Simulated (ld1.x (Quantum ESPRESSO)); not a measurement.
Au (Z = 79): one change to a TM semilocal potential, before and after

Au (Z = 79), norm-conserving Troullier–Martins (semilocal form), made with ld1.x (Quantum ESPRESSO) 7.5 (Wu–Cohen, scalar-relativistic). Core [Xe] 4f14, reference 5d10 6s0.75 6p0.25. Waves: 6s (bound): rc 2.25 bohr; 6p (bound): rc 3.00 bohr; 5d (bound): rc 2.10 bohr. Local part: the d channel. Core correction: Bessel-smoothed model core inside 1.55 bohr.

All-electron outer shells of the reference configuration (Wu–Cohen, scalar-relativistic, ld1.x):

```csv
shell,level (eV),outermost node (bohr),outermost maximum (bohr)
4f,-81.81,–,0.37
5p,-60.44,0.52,0.96
5d,-7.50,0.56,1.21
6s,-6.27,1.11,2.29
6p,-1.02,1.32,3.47
```

Change: core correction none.

Cutoffs: the cutoffs (Ry, on a coarse ladder) from which the occupation-weighted sum of valence levels, in a spherical-Bessel basis at the reference potential, stays within 10 and 1 mRy of its value at 400 Ry; they do not see the model core or the augmentation charge, which bear on the density cutoff. Errors are all-electron minus pseudo energies relative to the spin-unpolarised reference configuration.

**Question.** Predict the effect on cutoff, ghosts and configuration errors.

**Answer.** The potential gets neither clearly harder nor softer (40 Ry and 50 Ry → 40 Ry and 50 Ry); of the 7 tests that both files solve, the error grows in 0 and shrinks in 6 by more than 15 % and 0.3 meV (median size 13.0 → 3.3 meV); neither file shows a bound ghost. A semilocal file is local in each channel, so a ghost entry of none says nothing of the separable form that plane-wave codes build from it.

```tsv
quantity	base	changed
cutoff, loose	40 Ry	40 Ry
cutoff, tight	50 Ry	50 Ry
bound ghosts	none	none
error for 5d10 6s1 6p0, meV [ΔE -1.29 eV]	+0.2	+0.4
error for 5d10 6s0 6p0, meV [ΔE 8.15 eV]	-13	-8.4
error for 5d9 6s0 6p0, meV [ΔE 29.40 eV]	-27	-3.3
error for 5d9 6s2 6p0, meV [ΔE 0.37 eV]	-48	-35
error for 5d7 6s0 6p0, meV [ΔE 111.07 eV]	-490	-201
error for 5d10 6s0.5 6p0, meV [ΔE 2.50 eV]	-2.5	-2.0
error for 5d10 6s0 6p1, meV [ΔE 4.10 eV]	-3.0	-1.4
s: phases at 3.24 bohr within 0.05 rad from the reference energy up to (Ry; the scan ends near 5)	1.8	1.8
p: phases at 3.24 bohr within 0.05 rad from the reference energy up to (Ry; the scan ends near 5)	2.3	2.3
d: phases at 3.24 bohr within 0.05 rad from the reference energy up to (Ry; the scan ends near 5)	to the end of the scan	to the end of the scan
```
